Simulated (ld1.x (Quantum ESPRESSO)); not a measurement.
# An all-electron radial function and its pseudo partner (Al)

Columns: radius, all-electron u(r) and pseudo u(r) of the 3s shell (level -11.05 eV) of aluminium in the configuration [Ne] 3s2 3p0.5; Wu–Cohen, non-relativistic, ultrasoft scheme, ld1.x (Quantum ESPRESSO) 7.5.

```json
{"r (bohr)": "0.128", "all-electron": "0.0732", "pseudo": "0.0720"}
{"r (bohr)": "0.255", "all-electron": "-0.1823", "pseudo": "0.1426"}
{"r (bohr)": "0.382", "all-electron": "-0.3005", "pseudo": "0.2115"}
{"r (bohr)": "0.510", "all-electron": "-0.2796", "pseudo": "0.2784"}
{"r (bohr)": "0.638", "all-electron": "-0.1773", "pseudo": "0.3420"}
{"r (bohr)": "0.765", "all-electron": "-0.0413", "pseudo": "0.4013"}
{"r (bohr)": "0.893", "all-electron": "0.1021", "pseudo": "0.4564"}
{"r (bohr)": "1.020", "all-electron": "0.2354", "pseudo": "0.5062"}
{"r (bohr)": "1.148", "all-electron": "0.3531", "pseudo": "0.5508"}
{"r (bohr)": "1.275", "all-electron": "0.4508", "pseudo": "0.5893"}
{"r (bohr)": "1.402", "all-electron": "0.5295", "pseudo": "0.6219"}
{"r (bohr)": "1.530", "all-electron": "0.5910", "pseudo": "0.6485"}
{"r (bohr)": "1.658", "all-electron": "0.6361", "pseudo": "0.6688"}
{"r (bohr)": "1.785", "all-electron": "0.6661", "pseudo": "0.6826"}
{"r (bohr)": "1.912", "all-electron": "0.6834", "pseudo": "0.6903"}
{"r (bohr)": "2.040", "all-electron": "0.6896", "pseudo": "0.6917"}
{"r (bohr)": "2.168", "all-electron": "0.6866", "pseudo": "0.6869"}
{"r (bohr)": "2.295", "all-electron": "0.6761", "pseudo": "0.6761"}
{"r (bohr)": "2.422", "all-electron": "0.6596", "pseudo": "0.6596"}
{"r (bohr)": "2.550", "all-electron": "0.6382", "pseudo": "0.6382"}
{"r (bohr)": "2.678", "all-electron": "0.6131", "pseudo": "0.6131"}
{"r (bohr)": "2.805", "all-electron": "0.5856", "pseudo": "0.5856"}
{"r (bohr)": "2.932", "all-electron": "0.5563", "pseudo": "0.5563"}
{"r (bohr)": "3.060", "all-electron": "0.5256", "pseudo": "0.5256"}
{"r (bohr)": "3.188", "all-electron": "0.4943", "pseudo": "0.4943"}
{"r (bohr)": "3.315", "all-electron": "0.4632", "pseudo": "0.4632"}
```

How many radial nodes do the two functions have?

The all-electron 3s function has n − l − 1 = 2; the pseudo-wave has 0, since the states of the same l below it are removed with the core.

At about which radius was the pseudo-wave matched?

2.30 bohr. The columns agree to 0.0005 from 2.17 bohr on; several derivatives are matched, so the curves merge somewhat inside the radius.

Is the pseudo-wave norm-conserving?

No, it belongs to an ultrasoft set: the norm inside the radius is not constrained, and the difference is carried by the augmentation charge.
